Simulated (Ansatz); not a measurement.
stibine (SMILES [SbH3]) moved off its minimum; all values from Ansatz (a first-principles code), cores frozen in correlated methods. Elements past Kr take the def2 small-core potentials, without spin–orbit coupling.
(charge 0, multiplicity 1)
```xyz
4

Sb    -0.0152     0.0515     0.0599
H     -0.9140    -1.1505    -0.9560
H     -0.4904     1.2828    -0.9469
H      1.4382    -0.2182    -0.9151
```

Forces at B3LYP/def2-TZVPP (eV/Å):

```
atom      Fx      Fy      Fz
----  ------  ------  ------
Sb1    0.268  -1.484  -0.577
H2     0.516   0.721   0.652
H3    -0.244   0.641  -0.488
H4    -0.541   0.122   0.414
```

Give the forces (eV/Å), the total energy and the dipole at CCSD(T)/def2-TZVPPD.


```
atom      Fx      Fy      Fz
----  ------  ------  ------
Sb1    0.278  -1.518  -0.612
H2     0.517   0.718   0.673
H3    -0.262   0.683  -0.493
H4    -0.533   0.117   0.432
```
Energy -241.1506 hartree, dipole 0.51 D.
